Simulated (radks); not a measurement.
The numbers below are computed, except where a source is named.
Question: All-electron atom: Rb3+ in [Ar] 3d10 4s2 4p4. Code: a radial shooting solver on a logarithmic mesh with Libxc functionals. Model: scalar-relativistic Kohn-Sham, LDA (Slater exchange, Perdew-Wang correlation), spin-polarised, spherical densities, finite nucleus; open shells are filled with parallel spins first (spin-orbit coupling, left out, can overturn this in heavy ions); Fermi nuclear charge, rms radius 4.2036 fm. Some entries of the table are withheld. Estimate them.

orbital,occ.,eigenvalue (eV),r(max) (bohr)
1s up,1,-15046.35,0.02632
1s down,1,-15046.12,0.02632
2s up,1,-2041.504,0.1498
2s down,1,-2041.347,0.1498
2p up,3,-1815.603,0.1196
2p down,3,-1815.385,0.1196
3s up,1,-332.7067,0.4513
3s down,1,-332.4081,0.4514
3p up,3,(1),0.4464
3p down,3,(2),0.4465
3d up,5,-139.9032,0.3918
3d down,5,-139.5134,0.3917
4s up,1,-65.0960,1.234
4s down,1,-63.1116,1.231
4p up,3,-47.7764,(3)
4p down,1,-45.8461,(4)

Answer: 
(1) 3p up eigenvalue (eV): -260.2355
(2) 3p down eigenvalue (eV): -259.9010
(3) 4p up r(max) (bohr): 1.367
(4) 4p down r(max) (bohr): 1.367
